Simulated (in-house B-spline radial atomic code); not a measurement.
Whole-atom quantities along the 2-electron series, configuration 1s2. Computed with an all-electron radial atomic-structure program (B-spline basis): non-relativistic Hartree-Fock, average of the configuration, point nuclei.

This level leaves out relativity, spin-orbit splitting included, which matters for heavy ions.

| ion | Z | E/Z² (Eh) | Σ<r²> (bohr²) | n(0)/Z³ (bohr⁻³) | Lamb diamagnetic shielding (ppm) | repulsion over attraction |
| --- | --- | --- | --- | --- | --- | --- |
| Yb68+ | 70 | -0.99109 | 0.0012386 | 0.63057 | 2473.97 | 0.0044615 |
| Lu69+ | 71 | -0.99122 | 0.0012037 | 0.63065 | 2509.47 | 0.0043987 |
| Hf70+ | 72 | -0.99134 | 0.0011703 | 0.63074 | 2544.97 | 0.0043377 |
| Ta71+ | 73 | -0.99146 | 0.0011383 | 0.63082 | 2580.47 | 0.0042783 |
| W72+ | 74 | -0.99157 | 0.0011076 | 0.6309 | 2615.97 | 0.0042205 |
| Re73+ | 75 | -0.99169 | 0.0010781 | 0.63097 | 2651.47 | 0.0041643 |

**Question.** With what power of Z does the column «Σ<r²> (bohr²)» change over this range?

**Answer.** A fit of the logarithm of its size against log Z from Z = 70 to 75 has slope -2.01. Unscreened non-relativistic hydrogenic orbitals would give -2.
